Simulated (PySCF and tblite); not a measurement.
Results of a calculation; reference values are marked as such.
Stationary points of C$_{6}$H$_{7}$FN$_{2}$ at PBE0-D3(BJ)/def2-SVP, in Å:

Structure A

```
 1 C    -1.481    1.101    1.026
 2 C    -0.982    0.174    0.192
 3 C    -1.876   -0.749   -0.584
 4 C     0.457   -0.006   -0.021
 5 C     1.121   -0.959   -0.847
 6 N     2.437   -0.847   -0.811
 7 N     2.666    0.169    0.026
 8 C     1.526    0.692    0.513
 9 F     1.569    1.704    1.351
10 H    -2.561    1.205    1.157
11 H    -0.840    1.775    1.596
12 H    -2.934   -0.547   -0.373
13 H    -1.713   -0.639   -1.669
14 H    -1.671   -1.803   -0.335
15 H     0.663   -1.728   -1.468
16 H     3.611    0.469    0.234
```

Structure B

```
 1 C    -1.576    1.147    0.964
 2 C    -0.981    0.212    0.206
 3 C    -1.778   -0.807   -0.557
 4 C     0.473    0.120    0.070
 5 C     1.203   -0.773   -0.709
 6 N     2.508   -0.486   -0.522
 7 N     2.713    0.527    0.321
 8 C     1.506    0.889    0.674
 9 F     1.340    1.884    1.522
10 H    -2.665    1.185    1.043
11 H    -1.002    1.890    1.519
12 H    -2.856   -0.669   -0.398
13 H    -1.581   -0.737   -1.640
14 H    -1.514   -1.831   -0.246
15 H     0.877   -1.575   -1.368
16 H     3.304   -0.946   -0.941
```

Structure C

```
 1 C    -1.498    1.117    1.004
 2 C    -0.962    0.191    0.193
 3 C    -1.809   -0.804   -0.546
 4 C     0.486    0.090   -0.024
 5 C     1.174   -0.806   -0.855
 6 N     2.487   -0.544   -0.887
 7 N     2.718    0.534    0.021
 8 C     1.531    0.840    0.532
 9 F     1.436    1.786    1.440
10 H    -2.581    1.165    1.146
11 H    -0.887    1.843    1.540
12 H    -2.874   -0.657   -0.325
13 H    -1.669   -0.714   -1.635
14 H    -1.541   -1.837   -0.271
15 H     0.770   -1.621   -1.456
16 H     3.217   -0.583    0.125
```

The path came from a restrained scan, a climbing-image band and a saddle search at GFN2-xTB; energies are CAM-B3LYP/pcSseg-1 + D3(BJ)//PBE0-D3(BJ)/def2-SVP, thermal terms GFN2-xTB.

Question: Which structure is a saddle point, and along which motion?

Answer: C: one imaginary mode (1619i cm⁻¹ at GFN2-xTB, mostly on H16), along the shift of hydrogen on N7 from N7 to N6.

Question: Give their symmetry and energies above the lowest.

Answer: A Cs, 4.2 kcal/mol; B Cs, 0.0 kcal/mol; C C1, 53.6 kcal/mol.

Tunnelling of the moving H, left out here, will speed the real process. In real samples such hydrogens mostly exchange between molecules or through solvent, far faster than by this path.
